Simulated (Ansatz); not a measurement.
thioethanol (C₂H₆S), singlet, geometry from GFN2-xTB, atoms displaced at random by about 0.03 Å a coordinate; R2SCAN/STO-3G, gradient (Ansatz, a program for electronic structure).

Input for Ansatz:
Ansatz 0.2 input:
```yaml
crystal:
  periodic: [false, false, false]
  atoms:
    - {symbol: C, position_ang: [1.60126382, 0.71989362, -0.04637421]}
    - {symbol: C, position_ang: [0.02912450, 0.81657847, 0.02351385]}
    - {symbol: S, position_ang: [-0.75033269, -0.87851826, -0.02222595]}
    - {symbol: H, position_ang: [-2.03809838, -0.38666423, 0.05931917]}
    - {symbol: H, position_ang: [-0.30116181, 1.34330850, 0.89659555]}
    - {symbol: H, position_ang: [-0.35892363, 1.36361577, -0.93233050]}
    - {symbol: H, position_ang: [1.96809510, 1.69125771, -0.07609302]}
    - {symbol: H, position_ang: [1.87947353, 0.10873714, 0.85331153]}
    - {symbol: H, position_ang: [1.86121567, 0.15422297, -0.90473164]}
basis:
  gaussian:
    orbitals: STO-3G
hamiltonian:
  xc: r2scan
output: {forces: true}
```

What the program printed (banner, timings and long lists left out):

```
Functional definition: r2SCAN
319 factors; integrals over basis functions are off by at most 2.4e-5 eV
mean field evaluation 1: about -12859.4795 eV, gradient 4.3e0 eV
mean field evaluation 2: about -12859.4836 eV, gradient 4.2e0 eV
mean field evaluation 4: about -12859.5376 eV, gradient 8.2e-2 eV
mean field evaluation 8: about -12859.4605 eV, gradient 1.6e-3 eV
mean field -12859.46054859 eV, -472.5764587053 hartree, gradient 7.5e-6 eV, S^2 0.000000; 0 other end points of the search recorded, 0 dependent functions left out
the calculation of the forces begins
reference -12859.46055397 eV, -472.5764589030 hartree; 17, 17 occupied and 8, 8 virtual orbitals, 319 factors
Total energy: -12859.46055397 eV, -472.5764589030 hartree
Atom 0 at     1.601264     0.719894    -0.046374 Å, force    -3.233819    -2.830545     2.352118 eV/Å
Atom 1 at     0.029125     0.816578     0.023514 Å, force    -0.464028    -0.655900    -3.576859 eV/Å
Atom 2 at    -0.750333    -0.878518    -0.022226 Å, force    -0.088972     0.658555     0.238669 eV/Å
Atom 3 at    -2.038098    -0.386664     0.059319 Å, force     0.606259    -0.161330    -0.038637 eV/Å
Atom 4 at    -0.301162     1.343309     0.896596 Å, force    -0.256702     0.822894     1.069121 eV/Å
Atom 5 at    -0.358924     1.363616    -0.932330 Å, force     0.777627    -0.576850     1.906837 eV/Å
Atom 6 at     1.968095     1.691258    -0.076093 Å, force     1.548173     2.379904     0.178250 eV/Å
Atom 7 at     1.879474     0.108737     0.853312 Å, force     0.473550     1.000638    -0.648718 eV/Å
Atom 8 at     1.861216     0.154223    -0.904732 Å, force     0.637912    -0.637367    -1.480781 eV/Å
Dipole moment:    -0.042526     0.195852     0.015027 e Å
```
